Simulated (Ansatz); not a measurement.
The cluster Cd₃S₄. Total charge 0; singlet. Geometry PBE-D4/def2-SVP, basis def2-TZVP, Ansatz.

Cartesian coordinates in Å:
```
Cd -3.4911 -0.6583 2.2104
Cd 1.9876 -0.9022 -0.2635
Cd -0.9085 -0.3773 0.7504
S 2.0366 0.5856 -2.1579
S -1.2380 1.2258 -1.0861
S 0.7532 1.9055 -1.0892
S 0.8602 -1.7791 1.6359
```

```
run  HOMO (eV)  LUMO (eV)
  A      -5.24      -3.41
  B      -5.70      -3.13
  C      -6.07      -2.85
  D      -5.39      -3.35
  E      -5.10      -3.31
```

In the def2 sets Cd takes a core potential; there is no spin–orbit coupling. Another isomer (singlet) lies 1.09 eV lower at PBE0-D4/def2-TZVP; other spin states weren't run for this one.

Task: The runs used BLYP, PBE, PBE0, r2SCAN, r2SCANh. Estimate which is which.

Result: A PBE (0 % exact exchange); B r2SCANh (10 % exact exchange); C PBE0 (25 % exact exchange); D r2SCAN (0 % exact exchange); E BLYP (0 % exact exchange). Exact exchange lowers occupied and raises empty levels; among semilocal functionals meta-GGAs tend to open the gap a little, and such runs are hard to tell apart. The gap grows from 1.79 eV (BLYP) to 3.22 eV (PBE0).
